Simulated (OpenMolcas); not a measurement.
**Mo3+: moving or changing the point charges**

Mo3+ among 6 point charges of -1.7 e arranged as a tetragonal octahedron (D4h), 2.21 Å from the ion, with the axial distance 2.564 Å.
```
   2.2100    0.0000    0.0000  -1.70
   0.0000    2.2100    0.0000  -1.70
  -2.2100    0.0000    0.0000  -1.70
   0.0000   -2.2100    0.0000  -1.70
   0.0000    0.0000    2.5636  -1.70
   0.0000    0.0000   -2.5636  -1.70
```

* Program: OpenMolcas 26.06
* Method: CASSCF
* Basis: ANO-RCC-VTZP [7s6p4d2f1g]
* Scalar Hamiltonian: DKH2, point nucleus
* Active space: 3 electrons in 5 orbitals (4d)
* State averaging: 2S+1 = 4 even, 10 roots; 2S+1 = 2 even, 40 roots
* Spin-orbit coupling: state interaction with AMFI integrals over the reference wave functions

Runs around this geometry, states (labels of D4, the rotations of D4h). Energies in cm-1 above the lowest state or level, χT in cm3 K/mol.

```
R (Å)  q (e)  Axial / equatorial distance  Ground state  First state of that spin  First gap with spin-orbit (degeneracies)  χT at 300 K  First state of another spin
 2.21   -1.7                         1.07           4B1                   4E 6039                               17.7 (2, 2)        1.388                    2B1 14888
 2.21  -0.85                         1.16           4B1                   4E 2396                               86.6 (2, 2)        0.916                    2A1 14434
 2.21   -1.7                         1.16           4B1                   4E 4405                               45.3 (2, 2)        1.289                     2E 14422
  2.4   -1.7                         1.16           4B1                   4E 2916                               78.5 (2, 2)        1.056                    2A1 14426
```

Taking the first state of the same spin as R^-n, n = -ln(2916 / 4405) / ln(2.4 / 2.21) = 5.0 between the shortest and longest distance.

Scaling the charges by -0.85 / -1.7 = 0.50 scales the first state of the same spin by 2396 / 4405 = 0.54; with fixed orbitals a first-order splitting would follow the charge.

Without dynamic correlation the repulsion within the d shell is too large (B by tens of per cent), so at a given field states of lower spin stand too high. This is an electrostatic model: the charges have no orbitals. No measured value stands beside these numbers.
